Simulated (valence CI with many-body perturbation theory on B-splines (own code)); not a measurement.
**W XXXIV: input, log and results**

Calculated by valence CI with perturbative core correlation (CI+MBPT): five valence electrons over a frozen Dirac-Fock core [Kr], a basis of 7 s, 7 p, 8 d, 6 f, 4 g, 1 h functions for each j, with the one-electron correlation potential Σ1 (screened to all orders), the two-electron term Σ2, the three-electron term Σ3, Breit, model QED; selected single and double excitations, second order for the rest (own B-spline code, finite nucleus).

Command, and the settings that its task file holds:

```sh
python run_cv.py task.json out
```

```
atom W  Z=74  mass_number=184  rms_radius_fm=5.3658
core [Kr]
valence 4d5
avg = 1
basis = M
breit = 1
cap = 40000
capref = 1200
cscale = 1
de = 0.0
dress = 0
eps = 2e-08
h = 0.27
hh = 1
l2 = 3
lcore = 6
maxit = 60
n2 = 5
natural = 1
nlev = 45
nno = [4, 4, 5, 4, 3, 1]
nroot = 26
nsp = [3, 3, 3, 2, 1, 0]
pt2 = 1
qed = 1
rpa = 1
s1 = 1
s2 = 1
s3 = 1
screen = 1
tol = 2e-05
```

It took 4.7 min on 1 thread of Arm Neoverse V1 (shared host).

Log. The first blocks belong to the next ion, which gives the ionisation energy. Fields: 2J, parity (1 odd), roots, reference size, generating configurations, candidates as configurations/state functions, variational space P, stored matrix elements, Davidson steps; e2 is the range of second-order energies in hartree. The first line gives the box (bohr), its intervals, the orbitals and the steps of their self-consistent field. Window is the range of levels sought, series limit the energy at which the first omitted orbital would enter, core excitation an estimate of the first excitation out of the core, left out the lowest levels not solved, and shifts from estimates the range by which levels moved from their first estimate, all in cm⁻¹.

```
rmax 4.4 intervals 58 orbitals 59 references ['4d5', '4d4 4f', '4d3 4f2', '4d4 5s', '4d4 5p'] scf 5 t 1.8
2J=0 par=0 roots 2 ref 26 generators 6 cand 7162/17694 P 1376/2624 nnz 1.2e+06 it 5
2J=0 par=0 roots 2 ref 26 generators 11 cand 9595/24416 P 2034/4157 nnz 2.5e+06 it 4
   second order: generators 11 cand 8937/22883 e2 -0.00003 -0.00001
reference levels 1532, estimated 37, window 598577 1/cm; series limit 7262236, core excitation 1259913
2J=5 par=0 roots 10 ref 183 generators 15 cand 12992/429625 P 565/7977 nnz 1.3e+07 it 7
2J=5 par=0 roots 10 ref 183 generators 16 cand 12625/424292 P 1977/27183 nnz 1.3e+08 it 7
   second order: generators 24 cand 21092/765115 e2 -0.00090 -0.00053
2J=7 par=0 roots 7 ref 192 generators 9 cand 12971/478226 P 454/7968 nnz 1.5e+07 it 5
2J=7 par=0 roots 7 ref 192 generators 12 cand 12682/472937 P 1521/25092 nnz 1.2e+08 it 7
   second order: generators 19 cand 22900/931414 e2 -0.00106 -0.00077
2J=3 par=0 roots 7 ref 141 generators 11 cand 12941/324943 P 665/7984 nnz 1.4e+07 it 5
2J=3 par=0 roots 7 ref 141 generators 12 cand 12495/319589 P 2181/26027 nnz 1.2e+08 it 7
   second order: generators 23 cand 22939/626070 e2 -0.00052 -0.00032
2J=11 par=0 roots 3 ref 150 generators 9 cand 12640/423772 P 599/7998 nnz 1.5e+07 it 4
2J=11 par=0 roots 3 ref 150 generators 12 cand 12260/418424 P 1943/25202 nnz 1.2e+08 it 6
   second order: generators 17 cand 17786/671625 e2 -0.00040 -0.00036
2J=9 par=0 roots 5 ref 181 generators 9 cand 12867/472678 P 502/7993 nnz 1.5e+07 it 5
2J=9 par=0 roots 5 ref 181 generators 12 cand 12536/467360 P 1597/24913 nnz 1.2e+08 it 8
   second order: generators 19 cand 21320/858960 e2 -0.00097 -0.00062
2J=1 par=0 roots 4 ref 77 generators 9 cand 12684/174254 P 1172/8000 nnz 1.3e+07 it 5
2J=1 par=0 roots 4 ref 77 generators 12 cand 11849/168824 P 2988/22628 nnz 6.5e+07 it 5
   second order: generators 16 cand 16825/259931 e2 -0.00017 -0.00009
2J=13 par=0 roots 1 ref 112 generators 3 cand 9596/309258 P 711/7999 nnz 1.8e+07 it 4
2J=13 par=0 roots 1 ref 112 generators 5 cand 10746/335103 P 1648/19997 nnz 8.4e+07 it 5
   second order: generators 8 cand 13591/409882 e2 -0.00016 -0.00016
left out: unestimated 1532487, estimated none, shifts from estimates -761 to 130
operators 3.5
```

The Davidson iterations converged.

The last digits are not significant, and no measured levels were compared; by estimate large intervals hold to a few tenths of a per cent, small ones and those within an open d or f shell to about a per cent. Only levels of the ground parity were solved; by the run's estimate the other parity begins above the list, which can be wrong where configurations are misplaced.

```yaml
Valence_energy: -276.9448 hartree
Ionisation_energy: "1383.9 eV (NIST: 1386.8 ± 1.4 eV (semi-empirical))"
Reference_configurations_for_the_orbitals: 4d5, 4d4 4f, 4d3 4f2, 4d4 5s, 4d4 5p
Radial_orbitals: 59
Box_radius: 4.392 bohr
Largest_variational_space: 27183
Lowest_levels: (4d3/2^4 4d5/2) J=5/2 0.0, (4d3/2^3 4d5/2^2) J=5/2 [a] 102600, (4d3/2^3 4d5/2^2) J=7/2 [a] 139900, (4d3/2^3 4d5/2^2) J=3/2 [a] 143870, (4d3/2^3 4d5/2^2) J=11/2 147610, (4d3/2^3 4d5/2^2) J=9/2 159700, (4d3/2^3 4d5/2^2) J=5/2 [b] 167700, (4d3/2^3 4d5/2^2) J=1/2 174670, (4d3/2^3 4d5/2^2) J=7/2 [b] 183160, (4d3/2^3 4d5/2^2) J=3/2 [b] 226390, (4d3/2^2 4d5/2^3) J=5/2 [a] 241860, (4d3/2^2 4d5/2^3) J=7/2 [a] 264930, (4d3/2^2 4d5/2^3) J=11/2 270160, (4d3/2^2 4d5/2^3) J=9/2 [a] 275090 cm⁻¹
```

Levels are named by their leading jj configuration (3d3/2^4 stands for four electrons in 3d with j = 3/2), which in mixed levels can hold well under half, so a name can repeat and another be missing. Letters in brackets count levels of one name in rising energy.
